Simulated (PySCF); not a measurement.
Computed with PBE-D3(BJ)/def2-TZVP (PySCF). Isolated molecules, 0 K electronic values unless said otherwise. 

Reference species (SMILES): `[Cl][InH2]` (neutral, multiplicity 1).

```yaml
LUMO: -2.72 eV
HOMO–LUMO gap: 4.15 eV
```

Changed species: `[InH3]` (0 of 3 H replaced by Cl; the reference has 1 of 3 H replaced by Cl).

Problem. Predict the effect on the LUMO and HOMO–LUMO gap.

Solution. the LUMO rises by 0.07 eV, to -2.65 eV; the HOMO–LUMO gap rises by 0.19 eV, to 4.34 eV.
